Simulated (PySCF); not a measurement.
Electronic structure of Co⁺ (cobalt, charge +1) at the PBEsol level

Configuration: [Ar] 3d7 4s1, high-spin 5F determinant (an excited configuration). Computed with PySCF 2.14 in aug-cc-pVTZ with one added diffuse shell each of s, p, d, f, g type (9s8p6d4f3g, 118 functions), with the non-relativistic Hamiltonian (point nucleus).

```json
{"Total energy": "-1380.966 hartree", "One-electron energy": "-1904.374 hartree", "Hartree (Coulomb) energy": "580.969 hartree", "Exchange-correlation energy": "-57.560 hartree", "Kinetic energy": "1380.24021 hartree", "⟨S²⟩": "6.0005", "⟨L²⟩": "12.010", "Sum of ⟨r⟩": "18.36 bohr", "Sum of ⟨r²⟩": "24.48 bohr²", "Density at the nucleus (Gaussians lack the cusp)": "13300 bohr⁻³", "Spin density at the nucleus": "6.48 bohr⁻³", "Langevin diamagnetic susceptibility": "-19.4 ×10⁻⁶ cm³/mol"}
```

```csv
shell,electrons,mean orbital energy (eV),spread (eV),"rms radius, mean of both spins (bohr)"
1s α,1,-7517.2,0,0.0659
1s β,1,-7517.2,0,0.0659
2s α,1,-891.23,0,0.281
2s β,1,-889.57,0,0.281
2p α,3,-775.14,0,0.251
2p β,3,-773.88,0,0.251
3s α,1,-109.64,0,0.843
3s β,1,-106.18,0,0.843
3p α,3,-74.980,0,0.892
3p β,3,-71.545,0,0.892
3d α,5,-18.434,1.150,1.20
3d β,2,-15.721,0,1.20
4s α,1,-13.291,0,2.78
```
